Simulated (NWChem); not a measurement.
System: BaBr$_{2}$; SMILES [Br][Ba][Br]

Here is an NWChem input.

```
start job
memory heap 200 mb stack 900 mb global 1100 mb
geometry units angstroms noautoz
  Ba     0.000000     0.000000     0.574189
  Br     2.704499     0.000000    -0.563787
  Br    -2.704499     0.000000    -0.563787
end
basis spherical
  * library def2-svp
end
ecp
  Ba library def2-ecp
end
dft
  xc b3lyp
  iterations 150
  mulliken
end
task dft energy
```

Coordinates come from a PBE0/def2-SVP optimisation. B3LYP is NWChem's, with the RPA form of VWN correlation. def2 effective core potentials on Ba; no spin-orbit coupling.

Question: What results follow from this input? (B3LYP/def2-SVP with def2 effective core potentials on Ba.) Quantities: energy (Ha); highest occupied level (eV); orbital gap (eV); dipole (D).

Answer: The energy (Ha) comes out as -5173.40, the highest occupied level (eV) is -6.80 and the orbital gap (eV) comes out as 4.42. The dipole (D) is 6.52.
